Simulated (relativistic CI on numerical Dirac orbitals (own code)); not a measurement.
# Hyperfine structure of Cu VI, mass number 65

Method of calculation: Dirac-Coulomb-Breit CI, KLI orbitals optimised for each configuration, a model potential for QED, valence Slater integrals scaled by 0.85, P86 correlation energy added to each configuration (own radial code, finite nucleus).

CI space (outside the closed core [Ne]): 3s2.3p6.3d6, 3s2.3p6.3d5.4s, 3s2.3p5.3d7, 3s2.3p6.3d5.4p, 3s2.3p6.3d5.4d, 3s2.3p4.3d8, 3s2.3p6.3d5.5s, 3s2.3p6.3d5.5p, 3s.3p6.3d7, 3s2.3p6.3d5.4f, 3s2.3p6.3d4.4s2, 3s2.3p6.3d5.5d, 3s2.3p6.3d5.5f, 3s2.3p6.3d5.5g. Levels of other configurations are missing.

Nuclear spin I = 3/2, μ = 2.3844 μN, Q = -0.204 b (tables of Stone and Pyykkö). The electronic factors are computed for point nuclear moments, without core polarisation or the Bohr-Weisskopf and QED corrections.

| Level | E (cm⁻¹) | A (MHz) | B (MHz) |
| --- | --- | --- | --- |
| 3s2.3p6.3d6 5D_4 | 0.0 | 895.5 | -288 |
| 3s2.3p6.3d6 5D_3 | 1177.4 | 655.5 | -70.6 |
| 3s2.3p6.3d6 5D_2 | 1943.9 | 523.7 | 61.2 |
| 3s2.3p6.3d6 5D_1 | 2430.0 | 445.4 | 98.8 |
| 3s2.3p6.3d6 3P_2 | 25748.7 | 752.8 | 20.4 |
| 3s2.3p6.3d6 3P_1 | 29111.3 | 518.9 | -5.04 |
| 3s2.3p6.3d6 3H_6 | 29233.6 | 1459 | 148 |
| 3s2.3p6.3d6 3F_4 | 29393.6 | 1313 | -88.8 |

Levels with J = 0, under 50 % of one LS term, or S terms without an open s electron are left out. Small factors come from cancelling terms and can be off by tens of per cent or more.

At this charge configurations can still be misplaced by up to about 7 % of their energy. 61 of the 63 excited levels that our extract of the measured tables holds in this range could be paired (the sources list more); they are missed by 4553 cm⁻¹ on average and 8819 at most, and levels without a partner can miss by more.

(1) Give the hyperfine levels of 3s2.3p6.3d6 5D_4 relative to its centre of gravity.

Results:

(1) With K = F(F + 1) − I(I + 1) − J(J + 1), E = AK/2 + B[¾K(K + 1) − I(I + 1)J(J + 1)]/[2I(2I − 1)J(2J − 1)]: F = 5/2: -6858, F = 7/2: -3526, F = 9/2: 573.6, F = 11/2: 5301 MHz.
